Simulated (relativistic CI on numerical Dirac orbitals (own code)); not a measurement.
Radial parameters of Sc¹⁴⁺

Method of calculation: Dirac-Coulomb-Breit CI, orbitals from a KLI potential per configuration, model QED (radiative potential, 1s self-energy scaled to tabulated hydrogen-like ionisation energies), unscaled Slater integrals (own radial code, finite nucleus).

Slater integrals F^k, G^k are unscaled and averaged over j, outside the closed core 1s2; ζ comes from projecting the Hamiltonian with its Breit term on Σ l·s of the shell.

- 2s²2p³: F^2(2p,2p) = 339590, ζ(2p) = 28000 cm⁻¹; <r>(2p) = 0.2799, <r^2>(2p) = 0.09518 (bohr units).
- 2s2p⁴: F^2(2p,2p) = 338180, G^1(2s,2p) = 375080, ζ(2p) = 27659 cm⁻¹; <r>(2s) = 0.3212, <r^2>(2s) = 0.1211, <r>(2p) = 0.281, <r^2>(2p) = 0.09594 (bohr units).
- 2p⁵: ζ(2p) = 27337 cm⁻¹; <r>(2p) = 0.2825, <r^2>(2p) = 0.09702 (bohr units).

Averages of the first 10 configurations, taken without configuration mixing, which lowers the lowest level and can move excited configurations by several eV; other configurations of the list can lie among them:

```tsv
Configuration	Parity	States	Average energy above the lowest level (eV)
2s²2p³	odd	20	16.4
2s2p⁴	even	30	91.6
2p⁵	odd	6	181.3
2p⁴3s	even	30	686.8
2p⁴3p	odd	90	706.5
2s²2p²3s	even	30	540.3
2p⁴3d	even	150	729.7
2s²2p²3p	odd	90	562.2
2s²2p²3d	even	150	585.7
2s2p³3s	odd	80	606.1
```
